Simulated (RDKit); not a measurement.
Input file for RDKit: UFF on C6H12 (SMILES C1CCCCC1).

```python
from rdkit import Chem
from rdkit.Chem import AllChem, rdDetermineBonds

blocks = [
'''18

C    -0.67950582    1.13058176   -0.67346775
C     0.75384032    1.26653168   -0.14600554
C     1.47345627   -0.08725768   -0.12171282
C     0.67950582   -1.13058176    0.67346775
C    -0.75384032   -1.26653168    0.14600554
C    -1.47345627    0.08725768    0.12171282
H    -0.64554130    0.82533240   -1.73582180
H    -1.19287406    2.10628457   -0.64650467
H     1.31987339    1.99149515   -0.75453580
H     0.72331033    1.67749362    0.88020448
H     1.60214359   -0.44608805   -1.15979080
H     2.48770911    0.02433465    0.29674573
H     1.19287406   -2.10628457    0.64650467
H     0.64554130   -0.82533240    1.73582180
H    -1.31987339   -1.99149515    0.75453580
H    -0.72331033   -1.67749362   -0.88020448
H    -1.60214359    0.44608805    1.15979080
H    -2.48770911   -0.02433465   -0.29674573
''',
]
mol = None
for b in blocks:
    f = Chem.MolFromXYZBlock(b)
    rdDetermineBonds.DetermineBonds(f, charge=0)
    mol = f if mol is None else Chem.CombineMols(mol, f)
Chem.SanitizeMol(mol)
print(Chem.MolToSmiles(Chem.RemoveHs(mol)))
ff = AllChem.UFFGetMoleculeForceField(mol, vdwThresh=100.0, ignoreInterfragInteractions=False)
e = ff.CalcEnergy()
print(f'UFF energy {e:.6f} kcal/mol')
```

It printed:

```
C1CCCCC1
UFF energy 7.320447 kcal/mol
```

The run finished.

Cost: very roughly 0.04 core-seconds.
